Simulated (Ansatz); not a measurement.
C₃H₉Sn+ (`[CH3][Sn+]([CH3])[CH3]`). Total charge 1; spin multiplicity 1. Correlated methods include outer-core shells of Sn, which these sets cover unevenly. Sn: def2 effective core potential.

Cartesian coordinates in Å:
```
C -1.678 0.859 -0.895
Sn 0.011 -0.016 0.015
C 1.925 0.732 -0.459
C -0.234 -1.611 1.372
H -1.579 0.766 -1.979
H -1.698 1.923 -0.645
H -2.592 0.375 -0.556
H 2.074 0.653 -1.539
H 2.697 0.178 0.071
H 1.962 1.789 -0.187
H -0.748 -2.428 0.858
H -0.868 -1.273 2.194
H 0.729 -1.948 1.750
```

(1) Give the diagnostics of a CCSD(T)/def2-TZVPP run (frozen core, the Gaussian-basis code of Ansatz). (Best estimate.)

Answers

(1) Computed: T1 = 0.0107, largest single amplitude 0.026, largest double 0.030, (T) share of the correlation energy 3.4 %, 8 CCSD cycles. The RHF solution is stable towards an unrestricted one. T1 lies under the customary mark of 0.02 for closed shells.
